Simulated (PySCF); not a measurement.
NMR data sheet: C4H13FOSi3

* Formula: C4H13FOSi3
* SMILES: C[SiH2]CO/C([SiH3])=C\[SiH2]F
* Point group of the computed structure: C1
* Degrees of unsaturation: 1
* Carbon signals: 4
* Proton signals: 6

Structure with atom numbers: `[CH3:1][SiH2:2][CH2:3][O:4]/[C:5]([SiH3:6])=[CH:7]\[SiH2:8][F:9]`. Each H is labelled by its parent atom.

Equivalent nuclei averaged, non-relativistic, isolated molecule, single conformer. Geometry: GFN2-xTB; shielding tensors at PBE0/pcSseg-1 (GIAO); PySCF 2.14.

δ = σ(ref) − σ, references computed at the same level: 1H (σref 31.72) and 13C (σref 186.93) and 29Si (σref 349.16) against TMS; CFCl3 for 19F (σref 170.95); 17O (σref 336.08) against H2O.

```tsv
carbon	δC, type	δH (multiplicity)	HMBC from (2–3 bonds)	span of the C tensor (ppm)
C1	-8.6, CH3	0.33 (t)	H(Si2), H(C3)	12
C3	55.4, CH2	3.47 (t)	H(Si2), H(C1)	84
C5	183.6, C	–	H(Si8), H(C7), H(Si6), H(C3)	202
C7	105.9, CH	5.15 (m)	H(Si8), H(Si6)	168
```

Other nuclei:
```
 atoms  nucleus                           environment  δ (ppm)  σ (ppm)
H(Si8)       1H  hydrogen on a silicon bonded to C, F     5.78    25.93
H(Si2)       1H   hydrogen on a silicon bonded to 2 C     4.29    27.43
H(Si6)       1H     hydrogen on a silicon bonded to C     4.11    27.61
    F9      19F                 fluorine bonded to Si   -214.3    385.2
   Si8     29Si           silicon bonded to C, F, 2 H    -14.5    363.6
   Si2     29Si            silicon bonded to 2 C, 2 H    -43.7    392.9
   Si6     29Si              silicon bonded to C, 3 H    -70.6    419.7
    O4      17O                          ether oxygen    152.9    183.2
```

1. Carbon types of the structure: 1 × C, 1 × CH, 1 × CH2, 1 × CH3, leaving 7 H on heteroatoms.
2. δC 183.6: alkene carbon bearing oxygen; an sp2 carbon further deshielded by the attached heteroatom.
3. δC 105.9: β carbon of an enol-ether or enamine type C=C; the O or N lone pair pushes π density onto this β carbon and shields it.
4. δC 55.4: sp3 CH2 bonded to O and Si; the inductive effect lowers its shielding.
5. δC -8.6: methyl carbon bonded to Si; an electropositive neighbour leaves it electron-rich and shielded.
6. δH 5.15: hydrogen on a β carbon of an enol-ether or enamine type C=C; a vinylic proton, deshielded by the sp2 carbon and the C=C anisotropy.

Splittings by 19F in the carbon and heteronuclear signals aren't shown, as no couplings were computed. Shifts are as computed. Against solution values, carbons near 30 ppm lie about +3 ppm off and those near 130 ppm about +5 ppm. Of 1211 compounds with measured shifts, 218 miss one by over three times the rms of a fit or turn the order of signals round; such compounds aren't used in these exercises. Unscaled 19F shifts against computed CFCl3 carry errors that often reach 10 to 50 ppm. Experimental scales use liquid or dissolved standards, which lie at an offset from isolated H2O (liquid H2O: subtract about 36 ppm). Multiplicities follow the n + 1 count of equivalent neighbours, as no J values were calculated; m marks all less simple cases, F and P coupling included.
